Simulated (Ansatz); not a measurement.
```xyz
11

C     0.097   -0.008    1.295
C    -0.115    1.066    0.250
O    -0.157    0.617   -1.078
Ga   -0.005   -1.013   -1.777
H     0.114    0.440    2.292
H    -0.706   -0.751    1.274
H     1.045   -0.531    1.144
H    -1.055    1.594    0.459
H     0.686    1.812    0.330
H     0.219   -2.257   -0.861
H    -0.123   -0.969   -3.329
```

The species carries charge 0 and has multiplicity 1.

Task: List the CAM-B3LYP/def2-TZVPP orbital energies in eV (Ansatz 0.2.0). (Best estimate.)

Result: The calculation gave: Occupied: -10139.58, -1251.21, -1108.53, -1108.40, -1108.40, -521.90, -279.89, -278.53, -151.58, -105.09, -104.79, -104.77, -29.11, -24.86, -24.76, -24.71, -24.65, -24.56, -22.34, -18.72, -14.82, -14.62, -13.97, -12.66, -11.88, -11.75, -10.31, -9.24, -9.19. Lowest empty: -0.26, 1.59, 2.11, 2.65, 3.27, 3.94, 4.03, 4.31.
